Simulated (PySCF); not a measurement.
**Energy of Hf²⁺ (hafnium, charge +2) between two integer charges**

The 5d alpha orbital of [Xe] 4f14 5d2 is emptied in steps (occupation f), with all orbitals relaxed, ending at [Xe] 4f14 5d1. Calculation: PySCF 2.14, in aug-cc-pVTZ-PP with ECP60MDF; scalar relativity through the core potential. The exact energy is a straight line in f; departures are measured from the line between the end points of the same method.

```csv
f,B3LYP (eV)
1,0.000
0.9,-0.353
0.7,-0.825
0.5,-0.985
0.3,-0.830
0.1,-0.356
0,0.000
```

Q: For B3LYP, how does the orbital energy at f = 1 compare with the removal energy?

A: −ε = 18.678 eV against a total-energy difference of 22.580 eV. By Janak's theorem ε = ∂E/∂f, so the gap between them reflects the curvature. Along the path −ε is 19.440 (f = 0.9), 20.995 (f = 0.7), 22.567 (f = 0.5), 24.152 (f = 0.3), 25.742 (f = 0.1) eV.

Reference removal energy between the ground levels: 22.55 ± 0.04 eV (theoretical estimate listed by NIST; NIST Atomic Spectra Database, ionization energies). The calculation has no spin-orbit coupling.
